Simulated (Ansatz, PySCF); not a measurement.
System: CHO, net charge 0, doublet state. It need not be the lowest isomer of its formula. SMILES: [C-]=[OH+]
Coordinates optimised at B3LYP-D3(BJ)/def2-TZVP (Ansatz, a first-principles code):
```xyz
3

C     -0.0947    -0.0290    -0.7845
O     -0.0341    -0.0108     0.4813
H      0.8408     0.2606     0.8568
```
Charge 0, spin multiplicity 2.

Quantity: atomisation energy (electronic, to ground-state atoms), in kcal/mol. Correlated levels leave the core frozen unless marked. Open shells are spin-unrestricted. Spin-orbit coupling is left out. Non-relativistic. The coupled-cluster limit lacks core correlation, which all-electron functionals hold. CBS marks a two-point X^-3 extrapolation of the correlation energy; Hartree-Fock from the larger set.

| level | program | atomisation energy (kcal/mol) |
|---|---|---|
| HF-D3(BJ)/def2-TZVPD | PySCF + dftd3 | 154.8 |
| SVWN5/def2-TZVPD | Ansatz | 287.5 |
| BP86/def2-TZVPD | PySCF | 252.0 |
| r2SCAN/def2-TZVPD | Ansatz | 239.3 |

### Question
Predict the CCSD(T)/CBS(aug-cc-pVTZ,aug-cc-pVQZ) result (Ansatz).

### Answer
236.7 kcal/mol, so r2SCAN/def2-TZVPD differs from it by 2.6 kcal/mol.
